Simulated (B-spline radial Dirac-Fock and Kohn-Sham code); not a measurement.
**K-line shifts caused by a second vacancy in Ag⁺**

System: silver as Ag⁺, 1s2 2s2 2p6 3s2 3p6 3d10 4s2 4p6 4d10.

These are calculated numbers from a radial B-spline solver; the model is Dirac-Fock energy differences between relaxed states, corrected for Breit and QED terms. Each two-hole energy is an average over J within one jj subconfiguration, not an observable level; in light atoms, where LS coupling holds, the j-resolved values are not observed lines, and for a K spectator the Kα1 hypersatellite is nearly forbidden. Correlation energy is missing from these numbers.

Lines without a spectator: Kα2 (K-L2) 21988.5 eV, Kα1 (K-L3) 22161.4 eV, Kβ3 (K-M2) 24907.8 eV, Kβ1 (K-M3) 24939.0 eV. Shifts in eV with one spectator hole (a dash: not computed, or left out as unreliable):

```
spectator hole     Kα2     Kα1     Kβ3     Kβ1
        K (1s)  +534.5  +549.4  +680.3  +683.4
    L2 (2p1/2)   +58.1   +72.9       –  +155.0
    L3 (2p3/2)   +57.9   +57.7  +139.0       –
    M2 (3p1/2)       –   +8.09  +18.00  +21.99
    M3 (3p3/2)   +6.15       –  +18.90  +18.31
    M4 (3d3/2)   +1.01   -1.42       –       –
    M5 (3d5/2)   -1.82   -0.08       –       –
```

With n spectator holes in 2p, averaged over the 2p shell (energies in eV):

```
n     KαLⁿ   step  hypersatellite KαʰLⁿ
0  22103.7      –               22648.2
1  22165.6  +61.9               22711.4
2  22228.6  +63.1               22775.9
3  22292.9  +64.3               22841.6
4  22358.5  +65.5               22908.5
5  22425.2  +66.8               22976.7
```
